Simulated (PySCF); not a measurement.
# Silver: a sound run and one with changed settings

Sound run: Ag²⁺ [Kr] 4d9, Ag³⁺ [Kr] 4d8. All numbers are calculated (PySCF 2.14, the spin-free X2C one-electron Hamiltonian (Gaussian nucleus), in x2c-SVPall (6s5p5d1f, 53 functions)). In the sound run the correlated levels freeze [Kr]. The sound run starts from symmetry-adapted Hartree-Fock orbitals and uses a fine grid where one is needed.

Changed run: initial guess sap, at most 50 SCF cycles.

```json
{"species": "Ag²⁺", "method": "UHF", "sound run (hartree)": "-5311.34524", "changed run (hartree)": "-5311.34521", "converged": "yes"}
{"species": "Ag²⁺", "method": "MN15", "sound run (hartree)": "-5317.23741", "changed run (hartree)": "-5317.23893", "converged": "yes"}
{"species": "Ag²⁺", "method": "M06-L", "sound run (hartree)": "-5313.71059", "changed run (hartree)": "-5313.71148", "converged": "yes"}
{"species": "Ag²⁺", "method": "MP2", "sound run (hartree)": "-5311.55523", "changed run (hartree)": "-5311.55524", "converged": "yes"}
{"species": "Ag³⁺", "method": "UHF", "sound run (hartree)": "-5310.13206", "changed run (hartree)": "-5310.13206", "converged": "yes"}
{"species": "Ag³⁺", "method": "MN15", "sound run (hartree)": "-5315.94270", "changed run (hartree)": "-5315.94270", "converged": "yes"}
{"species": "Ag³⁺", "method": "M06-L", "sound run (hartree)": "-5312.44522", "changed run (hartree)": "-5312.44522", "converged": "yes"}
{"species": "Ag³⁺", "method": "MP2", "sound run (hartree)": "-5310.29051", "changed run (hartree)": "-5310.29051", "converged": "yes"}
```

Ionisation energy of Ag²⁺:

```json
{"method": "UHF", "sound run (eV)": "33.012", "changed run (eV)": "33.012"}
{"method": "MN15", "sound run (eV)": "35.231", "changed run (eV)": "35.272"}
{"method": "M06-L", "sound run (eV)": "34.432", "changed run (eV)": "34.457"}
{"method": "MP2", "sound run (eV)": "34.415", "changed run (eV)": "34.415"}
{"method": "SCS-MP2", "sound run (eV)": "34.306", "changed run (eV)": "34.306"}
```

Where the changed run lies lower, it found another determinant of the same configuration, with other orbitals of the open shell filled.

For comparison, NIST gives 34.8 ± 0.3 eV between the lowest levels.
